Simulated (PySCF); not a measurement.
Computed shifts of a molecule C₂H₉NOSi, PBE0/pcSseg-1 (PySCF), GIAO, gas phase, equivalent atoms averaged, in ppm (number of nuclei): ¹³C: 13.1 (1), 10.9 (1). ²⁹Si: -8.3 (1). ¹⁵N: 28.2 (1). ¹H: 5.06 (1), 1.31 (3), 1.20 (1), 1.08 (1), 0.83 (1), 0.81 (1), 0.61 (1). References: ¹³C against TMS (σ = 186.3 ppm); ²⁹Si against TMS (σ = 352.7 ppm); ¹⁵N against NH3 (σ = 267.4 ppm); ¹⁷O against H2O (σ = 334.2 ppm); ¹H against TMS (σ = 31.56 ppm), references at their B3LYP-D3(BJ)/def2-TZVP geometries, non-relativistic. Coordinates come from a r2SCAN-D4/def2-SVP optimisation. Other conformers were not sampled.

Task: Pick the molecule that these values belong to.
A) CN[SiH2]OC
B) CC[Si@@H](N)O
C) CCN[SiH2]O
D) C[C@H](N)[SiH2]O

Result: B, CC[Si@@H](N)O
